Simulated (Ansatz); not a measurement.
Two isomers of CH6ClFSi2: A = `FC([SiH3])([SiH3])Cl`, B = `C[SiH](Cl)[SiH2]F`.

Computed with Ansatz on PBE0-D4/def2-TZVP structures; ΔE is electronic, products minus reactants. CCSD(T)/CBS is the MP2 limit (def2-TZVPP, def2-QZVPP) plus CCSD(T) − MP2 in def2-TZVPP, frozen cores. Functionals use def2-TZVPP. B3LYP here is the variant with VWN-RPA as its local correlation; programs differ in this. One conformer a species, not always the lowest.

(1) Which is lower in electronic energy at CCSD(T)/CBS, and by how much? (Estimate.)

(2) Give E(B) − E(A) in kcal/mol with CCSD(T)/def2-SVP, MP2/def2-TZVPP, CCSD(T)/def2-TZVPP, r2SCAN-D4, PBE-D4, LDA (SPW92), B3LYP-D4. (An estimate is asked.)

(3) Does the order hold for the free energy at 298.15 K (harmonic terms from PBE0-D4)? (Estimate.)

Largest T1 diagnostic: 0.012.

Results:

(1) The calculation gave: B, by 97.4 kcal/mol.

(2) Ansatz gave: CCSD(T)/def2-SVP -87.7, MP2/def2-TZVPP -98.9, CCSD(T)/def2-TZVPP -95.8, r2SCAN-D4 -96.5, PBE-D4 -92.7, LDA (SPW92) -90.8, B3LYP-D4 -94.8. None reverses the order clearly.

(3) The calculation gave: Yes: G(B) − G(A) = -93.2 kcal/mol, for one conformer each. Modes under 60 cm⁻¹, often nearly free rotors, make the harmonic entropy too high.

Leaving LDA and LC-ωPBE aside and taking each functional with its dispersion term where it has one, the values, not all of them listed here, spread over 8.2 kcal/mol, from B97M-V to BLYP-D4. LDA lies +2.5 kcal/mol from PBE without D4. From PBE to PBE0 (25 % exact exchange), in def2-TZVPP and without D4, E(B) − E(A) moves by −3.5 kcal/mol.
